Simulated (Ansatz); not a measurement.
Energy difference R1 + R2 → P1, each structure at its B3LYP-D3(BJ)/def2-TZVP stationary point, reached from a drawn start (curvature not checked).
P1: Cl4Ge (SMILES [Cl][Ge]([Cl])([Cl])[Cl]), charge 0, multiplicity 1.
R1, Cl2Ge (SMILES [Cl][Ge][Cl]) (charge 0, multiplicity 1):
```xyz
3

Ge     0.0000     0.0000    -0.9409
Cl     1.6936     0.0000     0.4705
Cl    -1.6936     0.0000     0.4705
```
R2: Cl2 (SMILES ClCl), charge 0, multiplicity 1.

P less R. No zero-point or thermal terms; no spin–orbit coupling.

Frozen-core correlation throughout. In cc and def2 sets filled d and f shells under p-block atoms count as core.

Run with Ansatz (Gaussian basis) for Hartree–Fock, density functionals and correlated methods. All values are computed, each at the level named.

Task: Give the reaction energy at the level MP2/def2-SVP.

Result: -97.7 kcal/mol

Task: What is the computed reaction energy (SVWN5/def2-TZVPP)?

Result: -82.8 kcal/mol

Task: Give the reaction energy at the level CCSD(T)/def2-QZVPP.

Result: -86.8 kcal/mol

Ansatz is a program for electronic structure.
